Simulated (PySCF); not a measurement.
Isomers of C3H7ClOSi, mass 121.995 u with the commonest isotopes. Level of theory: PySCF, PBE0-D3(BJ)/def2-SVP geometry optimisation, gas phase. One conformer each, none proved a minimum here; rigid rotors.

Question: Order these by radius of gyration √(Σ m r²/M), largest first.
A. `[SiH3:1][O:2]/[CH:3]=[CH:4]\[CH2:5][Cl:6]` with Si1–O2–C3–C4 159°, C3–C4–C5–Cl6 -115°
B. `[Cl:1][SiH2:2][O:3][CH:4]1[CH2:5][CH2:6]1` with Cl1–Si2–O3–C4 -74°, Si2–O3–C4–C5 19°
C. `[CH3:1]/[CH:2]=[C:3](\[Cl:4])[O:5][SiH3:6]` with C2–C3–O5–Si6 176°
D. `[CH2:1]=[CH:2][CH2:3][O:4][SiH2:5][Cl:6]` with C1–C2–C3–O4 -124°, C2–C3–O4–Si5 -97°, C3–O4–Si5–Cl6 69°
E. `[CH3:1][O:2]/[CH:3]=[CH:4]\[SiH2:5][Cl:6]` with C1–O2–C3–C4 -176°, C3–C4–Si5–Cl6 -178°

Answer: A (2.352 Å), E (2.324 Å), D (2.075 Å), C (1.971 Å), B (1.871 Å).

Question: Order these by rotational constant A, smallest first.
A. `[SiH3:1][O:2]/[CH:3]=[CH:4]\[CH2:5][Cl:6]` with Si1–O2–C3–C4 159°, C3–C4–C5–Cl6 -115°
B. `[CH3:1]/[CH:2]=[C:3](\[Cl:4])[O:5][SiH3:6]` with C2–C3–O5–Si6 176°
C. `[CH3:1][O:2]/[CH:3]=[CH:4]\[SiH2:5][Cl:6]` with C1–O2–C3–C4 -176°, C3–C4–Si5–Cl6 -178°
D. `[CH3:1]/[CH:2]=[C:3](/[Cl:4])[O:5][SiH3:6]` with C2–C3–O5–Si6 180°
E. `[CH2:1]=[CH:2][CH2:3][O:4][SiH2:5][Cl:6]` with C1–C2–C3–O4 -124°, C2–C3–O4–Si5 -97°, C3–O4–Si5–Cl6 69°

Answer: D (2843 MHz), E (3949 MHz), B (4411 MHz), A (5975 MHz), C (10191 MHz).

Question: Order these by rotational constant B, largest first.
A. `[CH2:1]=[CH:2][CH2:3][O:4][SiH2:5][Cl:6]` with C1–C2–C3–O4 -124°, C2–C3–O4–Si5 -97°, C3–O4–Si5–Cl6 69°
B. `[CH3:1]/[CH:2]=[C:3](\[Cl:4])[O:5][SiH3:6]` with C2–C3–O5–Si6 176°
C. `[SiH3:1][O:2]/[CH:3]=[CH:4]\[CH2:5][Cl:6]` with Si1–O2–C3–C4 159°, C3–C4–C5–Cl6 -115°
D. `[Cl:1][SiH2:2][O:3][CH:4]1[CH2:5][CH2:6]1` with Cl1–Si2–O3–C4 -74°, Si2–O3–C4–C5 19°
E. `[CH3:1]/[CH:2]=[C:3](/[Cl:4])[O:5][SiH3:6]` with C2–C3–O5–Si6 180°

Answer: E (1719 MHz), D (1553 MHz), B (1388 MHz), A (1237 MHz), C (827.9 MHz).

```json
{"SMILES": "C=CCO[SiH2]Cl", "point group": "C1", "Ia (u·Å²)": "127.99", "Ib (u·Å²)": "408.64", "Ic (u·Å²)": "514.25", "κ": "-0.83", "μa (D)": "0.85", "μb (D)": "0.86", "μc (D)": "0.91"}
{"SMILES": "[SiH3]O/C=C\\CCl", "point group": "C1", "Ia (u·Å²)": "84.59", "Ib (u·Å²)": "610.43", "Ic (u·Å²)": "655.10", "κ": "-0.98", "μa (D)": "2.60", "μb (D)": "1.05", "μc (D)": "0.13"}
{"SMILES": "C/C=C(\\Cl)O[SiH3]", "point group": "near Cs", "Ia (u·Å²)": "114.58", "Ib (u·Å²)": "364.19", "Ic (u·Å²)": "469.47", "κ": "-0.81", "μa (D)": "0.17", "μb (D)": "0.17", "μc (D)": "0.05"}
{"SMILES": "CO/C=C\\[SiH2]Cl", "point group": "near Cs", "Ia (u·Å²)": "49.59", "Ib (u·Å²)": "613.84", "Ic (u·Å²)": "654.14", "κ": "-0.99", "μa (D)": "4.42", "μb (D)": "0.69", "μc (D)": "0.09"}
{"SMILES": "Cl[SiH2]OC1CC1", "point group": "C1", "Ia (u·Å²)": "130.01", "Ib (u·Å²)": "325.36", "Ic (u·Å²)": "399.03", "κ": "-0.78", "μa (D)": "1.21", "μb (D)": "0.54", "μc (D)": "0.91"}
{"SMILES": "C/C=C(/Cl)O[SiH3]", "point group": "Cs", "Ia (u·Å²)": "177.77", "Ib (u·Å²)": "294.04", "Ic (u·Å²)": "462.60", "κ": "-0.28", "μa (D)": "0.20", "μb (D)": "0.58", "μc (D)": "0.00"}
```
